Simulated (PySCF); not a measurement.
Cl²⁺: interval between two levels

Cl²⁺ [Ne] 3s2 3p3 [4S3/2, M_J = 3/2] → Cl²⁺ [Ne] 3s1 3p4 [4P5/2, M_J = 5/2], as a difference of total energies. All numbers are calculated (PySCF 2.14, the two-component X2C-1e Hamiltonian, in x2c-TZVPall-2c). Correlated levels: [Ne] frozen. "Screened" scales the spin-orbit matrix elements by Boettger's factors to mimic the two-electron term; Breit and QED terms are absent.

```
                    method  interval between two levels (cm⁻¹)
           GHF (spin-free)                              105680
          GMP2 (spin-free)                              104650
 GHF (screened spin-orbit)                              105290
GMP2 (screened spin-orbit)                              104270
```

The labels give the starting determinants; with spin-orbit coupling the two ends relaxed to ⟨J²⟩ = 3.75, ⟨L²⟩ = 0.00, ⟨S²⟩ = 3.75 and ⟨J²⟩ = 8.76, ⟨L²⟩ = 2.00, ⟨S²⟩ = 3.75.
